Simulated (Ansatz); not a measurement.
Reactions of `C[Se][GeH2][F]`.

Isolated molecules relaxed with PBE0-D4/def2-TZVP in Ansatz; ΔE leaves out vibrations. CCSD(T)/CBS is the MP2 limit (def2-TZVPP, def2-QZVPP) plus CCSD(T) − MP2 in def2-TZVPP, frozen cores. This one scheme is used for every species. DFT in def2-TZVPP. B3LYP here is the variant with VWN-RPA as its local correlation; programs differ in this. def2 core potentials past Kr. For Ge, I, In, Se outer-core shells are correlated without core-valence functions, which leaves a few kJ/mol of doubt a bond. Scalar relativity is left out up to krypton. One conformer a species, not always the lowest.

```tsv
reaction	B3LYP-D4 (kcal/mol)
`C[Se][GeH2][F]` + `[NH2][GeH3]` → `[F][GeH2][NH][GeH3]` + `C[SeH]`	8.3
`C[Se][GeH2][F]` + `C[O][Ge]([CH3])([OH])[Cl]` → `C[O][Ge]([CH3])([Cl])[Se]C` + `[OH][GeH2][F]`	0.2
`C[Se][GeH2][F]` + CH₄ → `C[Se]C` + `[F][GeH3]`	28.0
`C[Se][GeH2][F]` + `C[C](=O)[InH2]` → `C[C](=O)[GeH2][F]` + `C[Se][InH2]`	-13.0
`C[Se][GeH2][F]` + `OCCCF` → `FC[CH2][GeH2][F]` + `C[Se]CO`	16.4
`C[Se][GeH2][F]` + `N=C[SiH3]` → `[F][GeH2]/[N]=C/[SiH3]` + `C[SeH]`	11.8
`C[Se][GeH2][F]` + CH₃NH₂ → `C[NH][GeH2][F]` + `C[SeH]`	10.3
`C[Se][GeH2][F]` + `[OH][In]([F])[F]` → `C[Se][In]([F])[F]` + `[OH][GeH2][F]`	-17.7
`C[Se][GeH2][F]` + `CC(=O)[SiH3]` → `O=[C]([SiH3])[GeH2][F]` + `C[Se]C`	26.6
`C[Se][GeH2][F]` + HI → `[F][GeH2][I]` + `C[SeH]`	-4.2
```

(1) Give the CCSD(T)/CBS values in the same order. (Best estimate.)

Largest T1 diagnostic: 0.018, for `[OH][In]([F])[F]`.

Answers

(1) The calculation gave: 7.1, 0.4, 27.6, -13.9, 16.0, 12.0, 9.5, -17.1, 27.2, -4.1 kcal/mol.
